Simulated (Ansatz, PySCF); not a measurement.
System: KF, charge 0, multiplicity 1. 
Structure (B3LYP-D3(BJ)/def2-TZVP (Ansatz, a quantum-chemistry and plane-wave program) minimum search):
SMILES: [F][K]
```xyz
2

K      0.0000     0.0000    -0.7078
F      0.0000     0.0000     1.4942
```

Dipole moments at this geometry, in debye (magnitudes).

```csv
level,program,dipole (D)
HF/def2-TZVPD,PySCF,9.08
SVWN5/def2-TZVPD,Ansatz,8.49
BP86/def2-TZVPD,PySCF,8.54
TPSS/def2-TZVPD,PySCF,8.55
B97M-V/def2-TZVPD,Ansatz,8.72
PBE0/def2-TZVPD,Ansatz,8.74
TPSSh/def2-TZVPD,PySCF,8.65
MN15/def2-TZVPD,PySCF,8.87
CAM-B3LYP/def2-TZVPD,Ansatz,8.81
CCSD(T)/def2-SVPD,Ansatz,9.16
```
